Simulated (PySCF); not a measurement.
# Spin states of SiSn

Unrestricted PBE0; PySCF, scalar-relativistic core potentials, basis sets Si def2-SVPD, Sn def2-SVPD with ECP28. Outer shells of the fragments: Si 3s2 3p2; Sn 4d10 5s2 5p2.

Followed along the bond (rough minima from three points):

```csv
2Ms+1,unpaired,⟨S²⟩ at the start,R at minimum (Å),Te (eV)
3,π ↑↑,2.01,2.53,0.00
1,π ↑↓,1.01,2.53,0.20
3,"σ ↑, π ↑",2.02,2.41,0.27
1,"σ ↑, π ↓",1.02,2.41,0.43
1,none,0.00,2.55,0.81
```

Solutions found at the starting distance of 2.465 Å, counted from the lowest of them; the search is not exhaustive and high or unbound solutions are not listed, so other states can lie among these:

| 2Ms+1 | unpaired | term | E (eV) | ⟨S²⟩ | ⟨Lz²⟩ | μ (D) |
| --- | --- | --- | --- | --- | --- | --- |
| 3 | π ↑↑ | ³Σ⁻ | 0.00 | 2.01 | 0.00 | 0.99 |
| 1 | π ↑↓ | mixed | 0.21 | 1.01 | 2.01 | 0.96 |
| 3 | σ ↑, π ↑ | ³Π | 0.27 | 2.02 | 1.00 | 1.07 |
| 1 | σ ↑, π ↓ | mixed | 0.43 | 1.02 | 1.01 | 1.07 |
| 1 | none | mixed | 0.83 | 0.00 | 2.00 | 0.81 |
| 5 | σ ↑, π ↑↑↑ | ⁵Π | 1.25 | 6.00 | 1.01 | 0.54 |

A term symbol is given only where ⟨S²⟩ and ⟨Lz²⟩ are close to those of a pure state; real π, δ and φ orbitals otherwise mix terms. A positive dipole means Si(−)Sn(+).

Spin–orbit coupling is left out.
